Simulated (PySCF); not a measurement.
Computed with PBE-D3(BJ)/def2-TZVP // B3LYP-D3(BJ)/def2-TZVP (PySCF). All species are isolated molecules in the gas phase. One relaxed conformer stands for a flexible species; it need not be the lowest. Excitations are Tamm–Dancoff values on a coarser integration grid. The basis has no diffuse functions, so Rydberg states are missing or too high.

Reference species (SMILES): `[CH3][In]([NH2])[NH2]` (neutral, multiplicity 1).

The LUMO comes out as -1.16 eV, the S1 excitation (TDA) comes out as 4.17 eV and the S1 oscillator strength comes out as 0.007. The brightest of the four lowest singlets (TDA) comes out as 5.18 eV.

Changed species: `[CH3][In]([CH3])[CH3]` (0 of 3 CH3 replaced by NH2; the reference has 2 of 3 CH3 replaced by NH2).

Problem. Predict the effect on the LUMO, S1 excitation (TDA), S1 oscillator strength and brightest of the four lowest singlets (TDA).

Solution. the LUMO decreases by 0.45 eV, to -1.61 eV; the S1 excitation (TDA) goes up by 0.14 eV, to 4.31 eV; the S1 oscillator strength stays essentially unchanged; the brightest of the four lowest singlets (TDA) goes up by 0.53 eV, to 5.71 eV.
